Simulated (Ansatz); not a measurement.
Basis-set extrapolation for FH8N3Si2, SMILES `N[SiH2]N[SiH](N)F` (PBE0-D4/def2-TZVP geometry, frozen core, the Gaussian-basis code of Ansatz). Multiplicity 1, RHF reference.

```json
{"": "HF", "def2-TZVPP": "-845.668494", "def2-QZVPP": "-845.700940"}
{"": "MP2 correlation", "def2-TZVPP": "-1.133494", "def2-QZVPP": "-1.223698"}
{"": "CCSD(T) correlation", "def2-TZVPP": "-1.218855", "def2-QZVPP": "not run"}
```

Energies in hartree. Use E(X) = E(∞) + A·exp(−7.88·√X) for Hartree–Fock and E(X) = E(∞) + B·X^(−2.97) for correlation, with X = 3 and 4, and add CCSD(T) minus MP2 of the smaller set to the MP2 limit.

Task: What is the CCSD(T) energy at the basis-set limit?

Result: HF limit: -845.700940 + (-0.032446) × 0.13774 = -845.70541. MP2 limit: -1.223698 + (-0.090204) × 0.74074 = -1.29052. Higher-order term: -1.218855 − (-1.133494) = -0.08536. Total: -847.08129 hartree, 509.2 kJ/mol below CCSD(T)/def2-TZVPP.
